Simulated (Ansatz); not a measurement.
Gas-phase reaction R1 → P1 + P2, each structure at its B3LYP-D3(BJ)/def2-TZVP stationary point, reached from a drawn start (curvature not checked).
R1: BH3 (SMILES B), charge 0, multiplicity 1.
P1: BH (SMILES [BH]), charge 0, multiplicity 1.
P2, H2 (SMILES [H][H]) (charge 0, multiplicity 1, Z-matrix in Å and degrees):
```
H
H 1 0.7440
```

P less R. No zero-point or thermal terms.

Frozen-core correlation throughout.

Run with Ansatz (a program for electronic structure). All values are computed, each at the level named.

Total energies in hartree:

```json
[
 {"structure": "R1", "PBE/def2-TZVPP": "-26.552816", "B3LYP/def2-TZVPP": "-26.624538", "CCSD(T)/cc-pVQZ": "-26.545064"},
 {"structure": "P1", "PBE/def2-TZVPP": "-25.238976", "B3LYP/def2-TZVPP": "-25.299662", "CCSD(T)/cc-pVQZ": "-25.235064"},
 {"structure": "P2", "PBE/def2-TZVPP": "-1.166122", "B3LYP/def2-TZVPP": "-1.180004", "CCSD(T)/cc-pVQZ": "-1.173794"}
]
```

Q: Work out the reaction energy at each level in kcal/mol (1 hartree = 627.50947 kcal/mol), and say how far PBE/def2-TZVPP lies from CCSD(T)/cc-pVQZ.

A: 
- PBE/def2-TZVPP: (-25.238976) + (-1.166122) − (-26.552816) = 0.147718 hartree = 92.69 kcal/mol
- B3LYP/def2-TZVPP: (-25.299662) + (-1.180004) − (-26.624538) = 0.144872 hartree = 90.91 kcal/mol
- CCSD(T)/cc-pVQZ: (-25.235064) + (-1.173794) − (-26.545064) = 0.136206 hartree = 85.47 kcal/mol
PBE/def2-TZVPP less CCSD(T)/cc-pVQZ: 7.22 kcal/mol. CCSD(T)/cc-pVQZ is the level counted from, the highest shown, and no exact or measured value.
